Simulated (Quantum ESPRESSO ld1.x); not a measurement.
Results of a calculation; reference values are marked as such.
Ionisation of Sn19+, [Ar] 3d10 4s2 4p1, to Sn20+, [Ar] 3d10 4s2, under several functionals. Dirac Kohn-Sham, spin-unpolarised, spherical densities, point nucleus; open shells fill j = l - 1/2 first; ld1.x of Quantum ESPRESSO 7.5. Known Delta-SCF values: RPBE 538.24 eV. What does BP86 give, and what is its highest occupied eigenvalue?

Answer. 538.96 eV by Delta-SCF; the 4p1/2 eigenvalue is -523.74 eV. NIST: 537 eV (theoretical).

Beside tabulated values, note that spin-unpolarised runs miss the spin-polarisation part of the exchange energy of open shells.
